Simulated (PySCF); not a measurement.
Cl₃Sc, SMILES [Cl][Sc-]([Cl])[Cl] (connectivity only; charge and spin as stated), charge -1, multiplicity 2.

Coordinates come from a PBE-D3(BJ)/def2-SVPD optimisation. The multiplicity is an assumed one; other spin states were not compared.

Level of theory: PySCF with PBE-D3(BJ)/def2-SVPD.

Frequencies are harmonic and unscaled.

Modes within 1.5 cm⁻¹ of each other (mostly degenerate sets) share a row, with their intensities summed.

```json
[
 {"mode": "1", "ν (cm⁻¹)": "65", "IR (km/mol)": "0.1", "moving atoms (share of kinetic energy)": "Sc 70 %, Cl 30 %"},
 {"mode": "2–3", "ν (cm⁻¹)": "80", "IR (km/mol)": "2.1", "moving atoms (share of kinetic energy)": "Cl 87 %, Sc 13 %"},
 {"mode": "4", "ν (cm⁻¹)": "264", "IR (km/mol)": "0.0", "moving atoms (share of kinetic energy)": "Cl 100 %"},
 {"mode": "5–6", "ν (cm⁻¹)": "366", "IR (km/mol)": "232.5", "moving atoms (share of kinetic energy)": "Sc 57 %, Cl 43 %"}
]
```
